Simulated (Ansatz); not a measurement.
Basis-set extrapolation for H$_{5}$O$_{2}$Si$_{2}$ (`O[SiH2]O[SiH2]`) radical (PBE0-D4/def2-TZVP geometry, frozen core, Ansatz 0.2.0). Multiplicity 2, UHF reference.

```json
{"": "HF", "def2-TZVPP": "-730.704498", "def2-QZVPP": "-730.731365"}
{"": "MP2 correlation", "def2-TZVPP": "-0.698002", "def2-QZVPP": "-0.754638"}
{"": "CCSD(T) correlation", "def2-TZVPP": "-0.757529", "def2-QZVPP": "not run"}
```

Energies in hartree. Use E(X) = E(∞) + A·exp(−7.88·√X) for Hartree–Fock and E(X) = E(∞) + B·X^(−2.97) for correlation, with X = 3 and 4, and add CCSD(T) minus MP2 of the smaller set to the MP2 limit.

Task: What is the CCSD(T) energy at the basis-set limit?

Result: HF limit: -730.731365 + (-0.026867) × 0.13774 = -730.73507. MP2 limit: -0.754638 + (-0.056636) × 0.74074 = -0.79659. Higher-order term: -0.757529 − (-0.698002) = -0.05953. Total: -731.59119 hartree, 81.1 kcal/mol below CCSD(T)/def2-TZVPP.
